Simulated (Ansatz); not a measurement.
W3O9⁻ (the lowest doublet isomer of a short search). Charge -1, multiplicity 2. Geometry PBE-D4/def2-SVP, basis def2-SVP, Ansatz.

Cartesian coordinates in Å:
```
W 0.893 0.709 -1.118
W -1.754 1.376 -0.226
W -0.657 -0.895 1.148
O 2.191 2.140 -1.288
O 0.977 -0.766 0.126
O -0.192 -0.375 2.724
O -2.412 0.056 0.897
O -0.358 -2.818 1.003
O 2.787 0.914 -0.690
O 0.748 -0.061 -2.652
O -1.766 -2.474 1.343
O -0.457 2.194 -1.267
```

| run | HOMO (eV) | LUMO (eV) |
| --- | --- | --- |
| A | -2.38 | 0.18 |
| B | -1.42 | -0.29 |
| C | -1.49 | -0.49 |
| D | -2.18 | -0.08 |
| E | -1.07 | -0.46 |

In the def2 sets W takes a core potential; there is no spin–orbit coupling. B3LYP takes the VWN-RPA correlation. The structure holds 2 bonds between oxygen atoms, so isomers without such links may lie far lower. The structure comes from a short search, and lower isomers may exist.

HOMO and LUMO are taken over both spins.

Q: The runs used B3LYP, B97M-V, PBE, PBE0, r2SCAN. Estimate which is which.

A: A PBE0 (25 % exact exchange); B r2SCAN (0 % exact exchange); C B97M-V (0 % exact exchange); D B3LYP (20 % exact exchange); E PBE (0 % exact exchange). Exact exchange lowers occupied and raises empty levels; among semilocal functionals meta-GGAs tend to open the gap a little, and such runs are hard to tell apart. The gap grows from 0.61 eV (PBE) to 2.55 eV (PBE0).
